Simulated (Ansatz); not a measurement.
`O[SiH2][CH2][ZnH]` at its PBE0-D4/def2-TZVP geometry, where that method's forces vanish. Charge 0, multiplicity 1.

```xyz
10

O    -0.7453    1.1831   -0.6635
Si   -0.9677   -0.4194   -0.2254
C     0.6499   -0.8500    0.5247
Zn    1.6626    0.8317    0.3462
H    -1.4565    1.6654   -1.0879
H    -2.1250   -0.5026    0.7114
H    -1.3097   -1.2058   -1.4455
H     0.5691   -1.1293    1.5780
H     1.1631   -1.6564   -0.0047
H     2.5595    2.0834    0.2668
```

**Question.** What forces (eV/Å) does B3LYP-D4/def2-TZVPP give on these atoms in the Gaussian-basis code of Ansatz? (Estimate.)

**Answer.** The calculation gave: 
```
O1  -0.026  0.097 -0.041
Si2 -0.216 -0.199 -0.017
C3  -0.007 -0.186  0.059
Zn4  0.213  0.188  0.017
H5  -0.007  0.055 -0.021
H6   0.073  0.003 -0.056
H7   0.023  0.046  0.077
H8   0.018  0.003 -0.066
H9  -0.025  0.041  0.048
H10 -0.046 -0.048 -0.001
```

B3LYP here is the variant with VWN-RPA as its local correlation; programs differ in this.
